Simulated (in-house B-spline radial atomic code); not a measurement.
RPA and G0W0 on LC-wPBE: Gd3+

Configuration [Xe] 4f7, highest spin, mean-field start LC-wPBE. Computed with a B-spline radial code for spherical atoms: all electrons, scalar-relativistic (spin-free one-electron X2C), finite nucleus, each spin shell either full or empty, empty states to l = 9 with an (l + 1/2)⁻⁴ tail; G0W0 by contour deformation at full frequency.

Without the two-electron picture change, the correlation of inner shells comes somewhat too large for so heavy an element.

Command:
```bash
python run_gw.py task.json out
```
Settings (radii: box in bohr, nucleus in fm):
```
Z                        64
electrons                61
configuration            [Xe] 4f7
hamiltonian              x2c
method                   lc_wpbe
lmax                     9
rms_radius               5.1569
spin_polarised           True
box_radius               14.14
intervals                68
```

Run time, properties included: 7.8 s on 1 thread of Arm Neoverse V2, on a shared host.

Energies (hartree):

```csv
term,value
mean-field total,-11269.07547
Hartree-Fock functional on these orbitals,-11265.47303
direct second order,-5.868
second-order exchange,1.5564
SOSEX correction,1.4509
```

(1) What is the RPA correlation energy, and what remains with SOSEX?

Quasi-particle levels (eV):

```tsv
level	occupied	mean field	Σx - vxc	Σc	QP weight	G0W0
4f up	yes	-40.91	-7.34	?	?	?
5p down	yes	-55.28	-1.23	-1.08	0.957	-57.59
5p up	yes	-57.58	-2.35	-0.29	0.940	-60.23
4f down	no	-24.238	12.47	-8.71	0.926	-20.475
```

G0W0 = mean field + (Σx - vxc) + Σc, with Σc (partial-wave tail included) taken at the quasi-particle energy. Only the outer levels were computed. Levels of low weight are left out.

(2) Where does G0W0 put 4f up?

Results:

(1) RPA gives -5.126 hartree (-2.29 eV per electron); RPA + SOSEX gives -3.6751, and the second-order doubles -4.3116 hartree (no singles). SOSEX takes back 28 % of the RPA value.

(2) At -45.62 eV, with Σc = 2.63 eV and a quasi-particle weight of 0.925. The tabulated removal energy is 44.44 ± 0.08 eV (NIST, semi-empirical); the calculation leaves out spin-orbit coupling, Breit and QED terms, and what these don't explain is the method's own error.
